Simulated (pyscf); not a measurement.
Thermochemistry of product channels of cyclic C₃H₈Si (SMILES C1C[SiH2]C1) on the singlet surface, in kcal/mol, from CCSD(T)/def2-TZVPP + ΔMP2(QZVPP) energies (ideal gas, 1 atm, RRHO with modes under 100 cm⁻¹ raised to 100, one conformer, R ln 2 for chiral ones without a mode under 150 cm⁻¹). Optimised with ωB97X-D3(BJ)/def2-SVP in PySCF. Correlated levels are frozen-core, on RHF or UHF. ΔMP2 is the change of the MP2 total energy from the triple- to the quadruple-zeta basis.

| products | ΔE | ΔH(298 K) | ΔG(298 K) | ΔG(900 K) |
|---|---|---|---|---|
| H₂C=CH–SiH₂–CH₃ | -4.3 | -5.3 | -7.2 | -12.0 |
| cyclic C₃H₈Si (SMILES C[SiH]1CC1) | +4.3 | +4.4 | +3.3 | +0.2 |

These are energies of the channels, which say nothing of barriers. The CCSD(T) − MP2 part came from Ansatz, without density fitting, on the same reference.
